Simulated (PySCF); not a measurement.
## Unknown compound

Molecular formula: C4H9O2PSi. Simulated spectra:

1H NMR (500 MHz, computed): δ 6.32 (m, 1H), 5.53 (m, 1H), 5.49 (m, 2H), 5.47 (m, 1H), 3.07 (d, 2H), 1.56 (m, 2H).

13C{1H} NMR (computed): δ 177.7 (C), 140.4 (CH), 125.1 (CH2), 48.9 (CH2).

[PySCF 2.14.0 with density-fitted response routines: σ from GIAO-PBE0/pcSseg-1; GFN2-xTB structure; relativity neglected; gas phase; one conformer; fast rotation and ring inversion assumed for equivalent nuclei]

Scale: 1H (31.72 ppm), 13C (186.93 ppm) against TMS (reference shieldings calculated alike).

Question: Which candidate is it?
A. C=CP([SiH3])C(=O)OC
B. CO[C@@H]1C(=O)C[Si@@H]1P
C. C=CCC(=O)O[SiH2]P

Answer: C. 

1. 4 carbon signals for 4 carbons: no two carbons are equivalent.
2. Carbon types of the structure: 1 × C, 1 × CH, 2 × CH2, leaving 4 H on heteroatoms.
3. δC 177.7: carbonyl carbon.
4. δC 140.4: alkene CH; an sp2 carbon of a C=C bond.
5. δC 125.1: terminal =CH2 carbon; an sp2 carbon of a C=C bond.
6. δC 48.9: sp3 CH2 α to a carbonyl; the adjacent C=O deshields it moderately.
7. δH 3.07: hydrogen on an sp3 CH2 α to a carbonyl; α to C=O.

The others: CO[C@@H]1C(=O)C[Si@@H]1P has carbons computed at 205.9, 94.3, 62.6, 43.5, with a different DEPT pattern; C=CP([SiH3])C(=O)OC would give 5 signals for carbon-bound and other non-exchanging H, not 6.

Splittings by 31P in the carbon and heteronuclear signals aren't shown, as no couplings were computed. Shifts are as computed. Against solution values, carbons near 30 ppm lie about +3 ppm off and those near 130 ppm about +5 ppm. Of 1309 compounds with measured shifts, 239 miss one by over three times the rms of a fit or turn the order of signals round; such compounds aren't used in these exercises. Multiplicities follow the n + 1 count of equivalent neighbours, as no J values were calculated; m marks all less simple cases, F and P coupling included.
